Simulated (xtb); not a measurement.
A run for xtb: GFN2-xTB on H2O (SMILES O).

```
$ xtb mol.xyz --gfn 2 --sp --chrg 0 --uhf 0
3

O     -0.00000000     0.00000000     0.38961139
H      0.00000000     0.76498632    -0.19485569
H      0.00000000    -0.76498632    -0.19485569
```

Output:

```
[...]
           -------------------------------------------------
          |                Calculation Setup                |
           -------------------------------------------------



           -------------------------------------------------
          |                 G F N 2 - x T B                 |
           -------------------------------------------------

        Reference                      10.1021/acs.jctc.8b01176
      * Hamiltonian:
        H0-scaling (s, p, d)           1.850000    2.230000    2.230000
        zeta-weighting                 0.500000
      * Dispersion:
        s8                             2.700000
        a1                             0.520000
        a2                             5.000000
        s9                             5.000000
      * Repulsion:
        kExp                           1.500000    1.000000
        rExp                           1.000000
      * Coulomb:
        alpha                          2.000000
        third order                    shell-resolved
        anisotropic                    true
        a3                             3.000000
        a5                             4.000000
        cn-shift                       1.200000
        cn-exp                         4.000000
        max-rad                        5.000000


          ...................................................
          :                      SETUP                      :
          :.................................................:
          :  # basis functions                   6          :
          :  # atomic orbitals                   6          :
          :  # shells                            4          :
          :  # electrons                         8          :
          :  max. iterations                   250          :
          :  Hamiltonian                  GFN2-xTB          :
          :  restarted?                      false          :
          :  GBSA solvation                  false          :
          :  PC potential                    false          :
          :  electronic temp.          300.0000000     K    :
          :  accuracy                    1.0000000          :
          :  -> integral cutoff          0.2500000E+02      :
          :  -> integral neglect         0.1000000E-07      :
          :  -> SCF convergence          0.1000000E-05 Eh   :
          :  -> wf. convergence          0.1000000E-03 e    :
          :  Broyden damping             0.4000000          :
          :  net charge                          0          :
          :  unpaired electrons                  0          :
          ...................................................

 iter      E             dE          RMSdq      gap      omega  full diag
   1     -5.1021717 -0.510217E+01  0.421E+00   14.75       0.0  T
   2     -5.1034750 -0.130337E-02  0.242E+00   14.46       1.0  T
   3     -5.1037101 -0.235064E-03  0.384E-01   14.24       1.0  T
   4     -5.1037710 -0.608971E-04  0.885E-02   14.39       1.0  T
   5     -5.1037738 -0.276093E-05  0.570E-02   14.34       1.0  T
   6     -5.1037757 -0.193311E-05  0.129E-03   14.36      44.8  T
   7     -5.1037757 -0.402420E-09  0.982E-04   14.36      58.8  T
   8     -5.1037757 -0.582977E-09  0.195E-05   14.36    2953.5  T

   *** convergence criteria satisfied after 8 iterations ***

         #    Occupation            Energy/Eh            Energy/eV
      -------------------------------------------------------------
         1        2.0000           -0.6805504             -18.5187
         2        2.0000           -0.5665844             -15.4175
         3        2.0000           -0.5135349             -13.9740
         4        2.0000           -0.4469670             -12.1626 (HOMO)
         5                          0.0808013               2.1987 (LUMO)
         6                          0.2380526               6.4777
      -------------------------------------------------------------
                  HL-Gap            0.5277683 Eh           14.3613 eV
             Fermi-level           -0.1830828 Eh           -4.9819 eV

 SCC (total)                   0 d,  0 h,  0 min,  0.002 sec
 SCC setup                      ...        0 min,  0.000 sec (  6.296%)
 Dispersion                     ...        0 min,  0.000 sec (  2.612%)
 classical contributions        ...        0 min,  0.000 sec (  1.175%)
 integral evaluation            ...        0 min,  0.000 sec (  7.220%)
 iterations                     ...        0 min,  0.001 sec ( 62.429%)
 molecular gradient             ...        0 min,  0.000 sec ( 12.275%)
 printout                       ...        0 min,  0.000 sec (  7.172%)

         :::::::::::::::::::::::::::::::::::::::::::::::::::::
         ::                     SUMMARY                     ::
         :::::::::::::::::::::::::::::::::::::::::::::::::::::
         :: total energy              -5.070450275136 Eh    ::
         :: gradient norm              0.008288796259 Eh/a0 ::
         :: HOMO-LUMO gap             14.361305989711 eV    ::
         ::.................................................::
         :: SCC energy                -5.103775705825 Eh    ::
         :: -> isotropic ES            0.031409183286 Eh    ::
         :: -> anisotropic ES          0.000565916807 Eh    ::
         :: -> anisotropic XC         -0.000794302046 Eh    ::
         :: -> dispersion             -0.000141287509 Eh    ::
         :: repulsion energy           0.033325430690 Eh    ::
         :: add. restraining           0.000000000000 Eh    ::
         :: total charge               0.000000000000 e     ::
         :::::::::::::::::::::::::::::::::::::::::::::::::::::

           -------------------------------------------------
          |                Property Printout                |
           -------------------------------------------------

    * Orbital Energies and Occupations

         #    Occupation            Energy/Eh            Energy/eV
      -------------------------------------------------------------
         1        2.0000           -0.6805504             -18.5187
         2        2.0000           -0.5665844             -15.4175
         3        2.0000           -0.5135349             -13.9740
         4        2.0000           -0.4469670             -12.1626 (HOMO)
         5                          0.0808013               2.1987 (LUMO)
         6                          0.2380526               6.4777
      -------------------------------------------------------------
                  HL-Gap            0.5277683 Eh           14.3613 eV
             Fermi-level           -0.1830828 Eh           -4.9819 eV

     #   Z          covCN         q      C6AA      α(0)
     1   8 O        1.610    -0.563    24.315     6.655
     2   1 H        0.805     0.281     0.780     1.387
     3   1 H        0.805     0.281     0.780     1.387

 Mol. C6AA /au·bohr⁶  :         44.525131
 Mol. C8AA /au·bohr⁸  :        795.341129
 Mol. α(0) /au        :          9.428973


Wiberg/Mayer (AO) data.
largest (>0.10) Wiberg bond orders for each atom

 ---------------------------------------------------------------------------
     #   Z sym  total        # sym  WBO       # sym  WBO       # sym  WBO
 ---------------------------------------------------------------------------
     1   8 O    1.841 --     3 H    0.921     2 H    0.921
     2   1 H    0.921 --     1 O    0.921
     3   1 H    0.921 --     1 O    0.921
 ---------------------------------------------------------------------------

Topologies differ in total number of bonds
Writing topology from bond orders to xtbtopo.mol

molecular dipole:
                 x           y           z       tot (Debye)
 q only:        0.000       0.000      -0.622
   full:        0.000       0.000      -0.889       2.259
Note: The following floating-point exceptions are signalling: IEEE_DENORMAL
normal termination of xtb
molecular quadrupole (traceless):
                xx          xy          yy          xz          yz          zz
 q only:       -0.474       0.000       1.291       0.000      -0.000      -0.817
  q+dip:       -0.547       0.000       1.703      -0.000      -0.000      -1.156
   full:       -0.807       0.000       1.913      -0.000      -0.000      -1.105


           -------------------------------------------------
          | TOTAL ENERGY               -5.070450275136 Eh   |
          | GRADIENT NORM               0.008288796259 Eh/α |
          | HOMO-LUMO GAP              14.361305989711 eV   |
           -------------------------------------------------

------------------------------------------------------------------------
------------------------------------------------------------------------
 total:
 SCF:
```

The run finished.

Cost: very roughly 0.05 core-seconds.
